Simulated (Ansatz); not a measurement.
Consider the formal exchange of groups at a Te–C bond: `C[Te]C(C)=S` + `[NH2][AlH][SiH3]` → `C[Te][AlH][SiH3]` + `CC(N)=S`.

Program: Ansatz. Geometries: PBE0-D4/def2-TZVP. ΔE: electronic, gas phase. CCSD(T)/CBS adds triple-zeta CCSD(T) − MP2 to the extrapolated MP2 energy (def2 sets, frozen cores). Functionals use def2-TZVPP. B3LYP here is the variant with VWN-RPA as its local correlation; programs differ in this. Elements past krypton have def2 core potentials. For Te outer-core shells are correlated without core-valence functions, which leaves a few kJ/mol of doubt a bond. One conformer a species, not always the lowest.

| level | ΔE (kJ/mol) | difference from CCSD(T)/CBS |
| --- | --- | --- |
| PBE-D4 | -46.5 | -9.5 |
| r2SCAN-D4 | -46.7 | -9.7 |
| PBE0-D4 | -59.8 | -22.8 |
| B3LYP-D4 | -43.5 | -6.5 |
| ωB97X-V | -56.6 | -19.6 |
| ωB97M-V | -52.4 | -15.4 |
| B2PLYP | -40.8 | -3.8 |
| PBE | -48.9 | -11.9 |
| r2SCAN | -47.1 | -10.1 |
| PBE0 | -61.6 | -24.6 |
| B3LYP | -47.6 | -10.6 |
| HF/def2-TZVPP | -81.1 | -44.1 |
| MP2/def2-TZVPP | -30.9 | 6.1 |
| SCS-MP2/def2-TZVPP | -33.4 | 3.6 |
| CCSD/def2-TZVPP | -44.9 | -7.9 |
| CCSD(T)/def2-TZVPP | -38.2 | -1.2 |
| HF/def2-QZVPP | -78.8 | -41.8 |
| MP2/def2-QZVPP | -29.4 | 7.6 |
| SCS-MP2/def2-QZVPP | -32.5 | 4.5 |
| HF/CBS(def2) | -78.5 | -41.5 |
| MP2/CBS(def2) | -29.7 | 7.3 |
| CCSD/CBS(def2) | -43.8 | -6.8 |
| CCSD(T)/CBS | -37.0 | 0 |

Largest T1 diagnostic among the species: 0.016.

In def2-TZVPP, CCSD(T) changes the Hartree–Fock value by +42.9 kJ/mol (the triples alone add +6.8 kJ/mol) and MP2 by +50.2 kJ/mol. The D4 term adds +4.1 kJ/mol with B3LYP and +1.9 kJ/mol with PBE0; it sums over pairs of atoms, weighted by their polarisabilities, and B3LYP, whose exchange is more repulsive, gets the larger term. From PBE to PBE0 (25 % exact exchange), in def2-TZVPP and without D4, ΔE moves by −12.7 kJ/mol.
